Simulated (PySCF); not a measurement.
CH4NO, charge +1.

```xyz
7

N     -0.1881     1.1106     0.0000
C      0.4321    -0.0264     0.0000
O     -0.1072    -1.1908     0.0000
H     -1.1990     1.1974     0.0000
H      0.3447     1.9728     0.0000
H      1.5177    -0.0370     0.0000
H     -1.0815    -1.2226     0.0000
```
Charge +1, spin multiplicity 1.

The structure is a stationary point at B3LYP-D3(BJ)/def2-TZVP. The isomer is the one that the SMILES or the coordinates give; other isomers of the formula were not compared. The values are those of a single conformer.

Method: PBE/pcSseg-2 (PySCF). Non-relativistic, no solvent.

Task: Give the absolute GIAO shielding of each atom: isotropic value and principal components (ppm). (Estimate from the structure and the level; the computed values follow.)

Result: 
```tsv
atom	σ(iso)	σ11	σ22	σ33	span
N1	109.7	-12.2	158.8	182.3	194.5
C2	5.8	-76.0	-12.5	105.9	182.0
O3	113.7	-26.1	104.1	263.1	289.2
H4	24.6	21.2	22.3	30.5	9.3
H5	23.9	20.4	22.1	29.4	9.0
H6	23.4	20.4	24.0	25.7	5.3
H7	23.2	19.3	21.3	29.0	9.7
```
